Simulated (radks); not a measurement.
Species: Sn3+. Configuration: [Kr] 4d10 5s1.

Calculated with a radial shooting solver on a logarithmic mesh with Libxc functionals: scalar-relativistic Kohn-Sham, Slater X-alpha with alpha = 0.734, spin-unpolarised, spherical densities, point nucleus.

Energy parts (hartree):
part                    energy
total              -6180.88023
kinetic             6455.37255
electron-nucleus  -14895.47444
Hartree             2429.04811
exchange            -169.82645

Orbitals (lengths in bohr, moments of r in powers of bohr):
| orbital | occ. | eigenvalue (hartree) | <r> | <r^4> |
|---|---|---|---|---|
| 1s | 2 | -1067.690 | 0.02907 | 3.408e-06 |
| 2s | 2 | -162.3527 | 0.1255 | 0.0005919 |
| 2p | 6 | -146.0148 | 0.1095 | 0.0004248 |
| 3s | 2 | -32.24498 | 0.3393 | 0.02643 |
| 3p | 6 | -26.89528 | 0.3374 | 0.02789 |
| 3d | 10 | -18.62987 | 0.3140 | 0.02526 |
| 4s | 2 | -6.02260 | 0.8161 | 0.8465 |
| 4p | 6 | -4.39691 | 0.8818 | 1.223 |
| 4d | 10 | -2.03582 | 1.075 | 3.307 |
| 5s | 1 | -1.32182 | 2.101 | 35.86 |

The highest occupied level is 5s at -35.969 eV. Summed over all electrons, <r^2> = 27.79 bohr^2, which gives a Langevin (diamagnetic) susceptibility term of -22 x 10^-6 cm^3/mol.
